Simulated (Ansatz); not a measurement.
C₂H₈F₂N₂Si (`CN[Si](F)(F)NC`). The species carries charge 0 and has multiplicity 1. The geometry is a stationary point of PBE0-D4/def2-TZVP. It is one conformer, not always the lowest.

```xyz
15

C     1.973   -0.421    0.085
N     1.067    0.008   -0.959
Si   -0.551   -0.435   -1.101
F    -0.838   -1.945   -1.520
F    -1.089    0.423   -2.330
N    -1.367   -0.245    0.359
C    -1.329    0.930    1.203
H     2.656   -1.211   -0.246
H     2.572    0.415    0.460
H     1.397   -0.813    0.925
H     1.514    0.441   -1.750
H    -2.097   -0.901    0.586
H    -0.469    1.545    0.928
H    -1.214    0.660    2.257
H    -2.225    1.552    1.104
```

**Question.** What is the dipole moment at PBE/def2-TZVPP? (Estimate.)

**Answer.** Ansatz gave: 2.57 D, with components (1.08, 0.86, 2.16) D in this frame, pointing from negative to positive charge.

**Question.** And with r2SCAN, B3LYP, ωB97M-V? (An estimate is asked.)

**Answer.** Ansatz gave: r2SCAN 2.60 D, B3LYP 2.65 D, ωB97M-V 2.62 D.

**Question.** Give the Mulliken charges with PBE, ωB97M-V, r2SCAN in def2-TZVPP. (An estimate is asked.)

**Answer.** Ansatz gave: 
| atom | PBE | ωB97M-V | r2SCAN |
| --- | --- | --- | --- |
| C1 | -0.19 | -0.24 | -0.05 |
| N2 | -0.26 | -0.29 | -0.34 |
| Si3 | 0.62 | 0.78 | 0.81 |
| F4 | -0.28 | -0.31 | -0.32 |
| F5 | -0.28 | -0.31 | -0.32 |
| N6 | -0.26 | -0.29 | -0.34 |
| C7 | -0.19 | -0.24 | -0.05 |
| H8 | 0.10 | 0.13 | 0.06 |
| H9 | 0.09 | 0.12 | 0.05 |
| H10 | 0.09 | 0.11 | 0.05 |
| H11 | 0.14 | 0.10 | 0.14 |
| H12 | 0.14 | 0.10 | 0.14 |
| H13 | 0.09 | 0.11 | 0.05 |
| H14 | 0.09 | 0.12 | 0.05 |
| H15 | 0.10 | 0.13 | 0.06 |

B3LYP here is the variant with VWN-RPA as its local correlation; programs differ in this.
